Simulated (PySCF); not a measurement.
Planning a geometry optimisation on `[F][Zr]([F])([F])[I]` (ZrIF3).

Method: PBE0-D3(BJ)/def2-SVP geometry optimisation, gas phase, def2 core potentials past Kr (PySCF 2.14.0). Work: geometry optimisation from a GFN2-xTB start shaken at random, density fitting. A driver script takes a list of jobs; this job's settings line and coordinates (Å) are shown.

Input:
```
{"job": {"xc": "PBE0", "basis": "def2-SVP", "d3": "d3bj", "grid": 1, "maxiter": 30, "shake": 0.03, "kind": "geom"}, "charge": 0, "multiplicity": 1}
Zr     0.060390    -0.074640    -0.240760
I     -0.009740    -0.032830     2.484560
F      1.710220     0.003180    -0.776970
F     -0.792830     1.545740    -0.742230
F     -0.893190    -1.551930    -0.786720
```

Hardware: one thread of an Intel Xeon at 2.70 GHz, shared host with 64 logical CPUs at a one-minute load of 60. PySCF's memory limit was set to 2320 MB.

The basis has 99 functions.

How long does the run take?

About 2.5 min. The run took 15 energy-and-gradient evaluations and 104 SCF cycles, 10 s an evaluation on average.

How much memory does it need at the peak?

About 0.40 GiB. Peak memory is the resident size of the whole Python process, interpreter and libraries included.

At this speed, how long would 20000 such jobs take on 64 cores, one job a core?

20000/64 gives 313 rounds of 2.5 min, about 13 h of wall time and 830 core-hours, if the jobs don't slow each other.

The host was shared with other jobs, so the times are rough.

The run converged: final energy -644.09334 Eh after 14 steps; dipole 0.04 D.
